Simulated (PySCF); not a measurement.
## Krypton: a sound run and one with changed settings

Sound run: Kr [Kr], Kr⁺ [Ar] 3d10 4s2 4p5. All numbers are calculated (PySCF 2.14, scalar relativity through the core potential, in aug-cc-pVDZ-PP with ECP10MDF (5s4p3d, 32 functions)). The sound run starts from symmetry-adapted Hartree-Fock orbitals and uses a fine grid where one is needed.

Changed run: basis STO-3G, all-electron and non-relativistic. This setting is unsound on purpose.

```csv
species,method,sound run (hartree),changed run (hartree),converged
Kr,UHF,-462.18031,-2722.70600,yes
Kr,M06-2X,-463.73949,-2724.09483,yes
Kr,LDA,-462.92254,-2720.14499,yes
Kr⁺,UHF,-461.69702,-2722.30230,yes
Kr⁺,M06-2X,-463.22266,-2723.65187,yes
Kr⁺,LDA,-462.39564,-2719.70168,yes
```

Ionisation energy of Kr:

```tsv
method	sound run (eV)	changed run (eV)
UHF	13.151	10.985
M06-2X	14.064	12.053
LDA	14.338	12.063
```

A minimal basis cannot let orbitals breathe on ionisation and holds almost no correlation. The Hamiltonian changed with the basis, so the totals do not compare.

For comparison, NIST gives 14.000 eV between the lowest levels.
